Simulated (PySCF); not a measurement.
CH2N, SMILES C#[NH+], charge +1.

The structure is a stationary point at PBE0-D3(BJ)/def2-TZVPD. The isomer is the one that the SMILES or the coordinates give; other isomers of the formula were not compared.

Lowest vertical singlet excitation by several levels in PySCF, with rough processor times relative to the cheapest run on one machine. Each run also gave further roots (ADC and EOM-CCSD ionised and attached states too); roots are paired by order and the bases differ. EOM-CCSD serves as a yardstick, not as the true value; all levels that ended soundly for this molecule are listed, with differences from unrounded values.

```csv
level,relative cost
ADC(2)/aug-cc-pVDZ,1
TDA-PBE0/def2-TZVPD,1
TDDFT-ωB97X/def2-TZVPD,2
EOM-CCSD/aug-cc-pVDZ,2
```

Q: Give S1 at each level and its distance from EOM-CCSD. (Estimate from the structure and the level; the computed values follow.)

A: 
```
level                   S1 (eV)  S1 minus EOM-CCSD (eV)
----------------------  -------  ----------------------
ADC(2)/aug-cc-pVDZ         9.26                    0.06
TDA-PBE0/def2-TZVPD        8.62                   -0.58
TDDFT-ωB97X/def2-TZVPD     8.55                   -0.65
EOM-CCSD/aug-cc-pVDZ       9.21                    0.00
```

Q: Which is the cheapest level here that lands within 0.2 eV of EOM-CCSD?

A: ADC(2)/aug-cc-pVDZ, at about 40 % of the cost of EOM-CCSD.
